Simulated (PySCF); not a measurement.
Isomers of C6H5NO2, one GFN2-xTB conformer each. Single-point energies are computed at PBE0/pcSseg-1 (PySCF, gas phase, no added dispersion term), electronic only.

Question: Rank them by PBE0/pcSseg-1 energy, lowest first (kcal/mol).
A. `[N:1]#[C:2][C:3]1=[CH:4][CH2:5][C@@H:6]1[O:7][CH:8]=[O:9]` with C5–C6–O7–C8 132°, C6–O7–C8–O9 -1°
B. `[N:1]#[C:2][C:3]1=[CH:4][O:5][CH:6]=[CH:7][C@@H:8]1[OH:9]` with C7–C8–O9–H 178°

Answer: B (0.0), A (3.0).

As drawn, the lower has an O–H bond, which the higher lacks; the higher has a four-membered ring, a C=O bond and a C(=O)–O unit, which the lower lacks. GFN2-xTB itself gives, in the same order: 0.0, 9.1. Both levels put the same isomer lowest.

Question: Which frontier levels, dipoles and rotational constants go with these structures?

Answer: 
| SMILES | HOMO (eV, PBE0/pcSseg-1) | LUMO (eV) | dipole (D) | A, B, C (MHz) |
| --- | --- | --- | --- | --- |
| N#CC1=COC=C[C@@H]1O | -7.41 | -1.45 | 3.39 | 2875, 1478, 1039 |
| N#CC1=CC[C@@H]1OC=O | -8.22 | -1.84 | 4.81 | 2400, 1284, 912.8 |

Question: As an exercise, what shares would exp(−E/RT) give at 2000 K from these electronic energies alone (no entropy, no degeneracies)?

Answer: RT = 3.974 kcal/mol: N#CC1=COC=C[C@@H]1O 68.0 %, N#CC1=CC[C@@H]1OC=O 32.0 %.
